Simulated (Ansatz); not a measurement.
The lowest singlet and triplet of C2H2 (SMILES C#C); geometries from B3LYP-D3(BJ)/def2-TZVP, each state relaxed from the structure named, with no frequency check.
Singlet at the triplet's geometry (charge 0, multiplicity 1):
```
atom    x (Å)    y (Å)    z (Å)
----  -------  -------  -------
C      0.6389   0.1742  -0.1204
C     -0.6339  -0.1898  -0.1228
H      1.2778   0.4163   0.7321
H     -1.3073  -0.3230   0.7272
```

A positive gap puts the triplet lower; no zero-point energy. R- takes a restricted singlet. U- takes an unrestricted singlet (broken symmetry where lower, unprojected). The triplet is unrestricted in single-reference levels. Active spaces average the two states.

Cores are frozen in the correlated methods.

Codes used: Ansatz (Gaussian orbitals). Values without a source in brackets are computed.

```json
[
 {"level": "U-SVWN5/def2-TZVPP", "gap E(singlet) − E(triplet), vertical, at the triplet's geometry (kJ/mol)": "-214.5"},
 {"level": "R-r2SCAN/def2-TZVPP", "gap E(singlet) − E(triplet), vertical, at the triplet's geometry (kJ/mol)": "-129.0"},
 {"level": "R-BHLYP/def2-TZVPP", "gap E(singlet) − E(triplet), vertical, at the triplet's geometry (kJ/mol)": "-109.2"},
 {"level": "R-MP2/cc-pVDZ", "gap E(singlet) − E(triplet), vertical, at the triplet's geometry (kJ/mol)": "-213.8"},
 {"level": "R-MP2/cc-pVTZ", "gap E(singlet) − E(triplet), vertical, at the triplet's geometry (kJ/mol)": "-221.8"},
 {"level": "R-MP2/cc-pVQZ", "gap E(singlet) − E(triplet), vertical, at the triplet's geometry (kJ/mol)": "-225.8"},
 {"level": "R-SCS-MP2/cc-pVDZ", "gap E(singlet) − E(triplet), vertical, at the triplet's geometry (kJ/mol)": "-206.3"},
 {"level": "R-CCSDT(Q)/cc-pVDZ", "gap E(singlet) − E(triplet), vertical, at the triplet's geometry (kJ/mol)": "___"},
 {"level": "FIC-MRCISD+Q on SA-CASSCF(4,4)/cc-pVQZ", "gap E(singlet) − E(triplet), vertical, at the triplet's geometry (kJ/mol)": "___"}
]
```

Q: Some entries are withheld; supply them.

A: 
- R-CCSDT(Q)/cc-pVDZ, gap E(singlet) − E(triplet), vertical, at the triplet's geometry (kJ/mol): -186.5
- FIC-MRCISD+Q on SA-CASSCF(4,4)/cc-pVQZ, gap E(singlet) − E(triplet), vertical, at the triplet's geometry (kJ/mol): -190.9

Doubts at one or more of the structures used: a restricted determinant that unrestricted orbitals would lower (R-r2SCAN/def2-TZVPP, R-BHLYP/def2-TZVPP, R-MP2/cc-pVDZ, R-MP2/cc-pVTZ, R-MP2/cc-pVQZ, R-SCS-MP2/cc-pVDZ, R-CCSDT(Q)/cc-pVDZ).

Ansatz is a quantum-chemistry and plane-wave program.
